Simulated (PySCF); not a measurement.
## Fractional electron number in Cl(2+) (chlorine, charge +2)

The 3p alpha orbital of [Ne] 3s2 3p3 is emptied in steps (occupation f), with all orbitals relaxed, ending at [Ne] 3s2 3p2. All numbers are calculated (PySCF 2.14, the non-relativistic Hamiltonian (point nucleus), in def2-TZVPPD (6s6p4d1f, 51 functions)). The exact energy is a straight line in f; departures are measured from the line between the end points of the same method.

```json
{"f": "1", "UHF (eV)": "0.000", "LDA (eV)": "0.000", "PBE (eV)": "0.000", "PBE0 (eV)": "0.000", "r2SCAN (eV)": "0.000", "LC-wPBE (eV)": "0.000", "BHandHLYP (eV)": "0.000", "wB97X (eV)": "0.000", "CAM-B3LYP (eV)": "0.000", "TPSS (eV)": "0.000"}
{"f": "0.8", "UHF (eV)": "0.116", "LDA (eV)": "-1.063", "PBE (eV)": "-1.037", "PBE0 (eV)": "-0.752", "r2SCAN (eV)": "-0.961", "LC-wPBE (eV)": "-0.279", "BHandHLYP (eV)": "-0.475", "wB97X (eV)": "-0.336", "CAM-B3LYP (eV)": "-0.524", "TPSS (eV)": "-1.009"}
{"f": "0.6", "UHF (eV)": "0.171", "LDA (eV)": "-1.598", "PBE (eV)": "-1.553", "PBE0 (eV)": "-1.124", "r2SCAN (eV)": "-1.428", "LC-wPBE (eV)": "-0.413", "BHandHLYP (eV)": "-0.711", "wB97X (eV)": "-0.497", "CAM-B3LYP (eV)": "-0.785", "TPSS (eV)": "-1.509"}
{"f": "0.4", "UHF (eV)": "0.169", "LDA (eV)": "-1.599", "PBE (eV)": "-1.549", "PBE0 (eV)": "-1.119", "r2SCAN (eV)": "-1.410", "LC-wPBE (eV)": "-0.407", "BHandHLYP (eV)": "-0.709", "wB97X (eV)": "-0.487", "CAM-B3LYP (eV)": "-0.782", "TPSS (eV)": "-1.504"}
{"f": "0.2", "UHF (eV)": "0.112", "LDA (eV)": "-1.065", "PBE (eV)": "-1.028", "PBE0 (eV)": "-0.741", "r2SCAN (eV)": "-0.929", "LC-wPBE (eV)": "-0.265", "BHandHLYP (eV)": "-0.470", "wB97X (eV)": "-0.316", "CAM-B3LYP (eV)": "-0.519", "TPSS (eV)": "-0.997"}
{"f": "0", "UHF (eV)": "0.000", "LDA (eV)": "0.000", "PBE (eV)": "0.000", "PBE0 (eV)": "0.000", "r2SCAN (eV)": "0.000", "LC-wPBE (eV)": "0.000", "BHandHLYP (eV)": "0.000", "wB97X (eV)": "0.000", "CAM-B3LYP (eV)": "0.000", "TPSS (eV)": "0.000"}
```

| method | E(f=0) − E(f=1) (eV) | −ε at f=1 (eV) | −ε at f=0.4 (eV) |
| --- | --- | --- | --- |
| UHF | 38.958 | 39.689 | 38.808 |
| LDA | 39.669 | 33.036 | 40.999 |
| PBE | 39.584 | 33.101 | 40.903 |
| PBE0 | 39.664 | 34.956 | 40.628 |
| r2SCAN | 39.825 | 33.778 | 41.091 |
| LC-wPBE | 39.769 | 38.012 | 40.146 |
| BHandHLYP | 39.446 | 36.470 | 40.052 |
| wB97X | 39.531 | 37.412 | 39.996 |
| CAM-B3LYP | 39.553 | 36.273 | 40.221 |
| TPSS | 39.657 | 33.344 | 40.945 |

Orbital energy along the path (eV):

```csv
f,UHF,LDA,PBE,PBE0,r2SCAN,LC-wPBE,BHandHLYP,wB97X,CAM-B3LYP,TPSS
1,-39.689,-33.036,-33.101,-34.956,-33.778,-38.012,-36.470,-37.412,-36.273,-33.344
0.8,-39.385,-35.671,-35.700,-36.855,-36.261,-38.737,-37.669,-38.289,-37.591,-35.883
0.6,-39.091,-38.328,-38.306,-38.750,-38.714,-39.453,-38.865,-39.159,-38.910,-38.422
0.4,-38.808,-40.999,-40.903,-40.628,-41.091,-40.146,-40.052,-39.996,-40.221,-40.945
0.2,-38.533,-43.669,-43.468,-42.471,-43.360,-40.797,-41.222,-40.761,-41.513,-43.430
0,-38.268,-46.318,-45.964,-44.252,-45.561,-41.376,-42.367,-41.458,-42.773,-45.828
```

Reference removal energy between the ground levels: 39.8 ± 0.11 eV (semi-empirical (NIST evaluation); NIST Atomic Spectra Database, ionization energies). The calculation has no spin-orbit coupling. UHF lacks correlation.
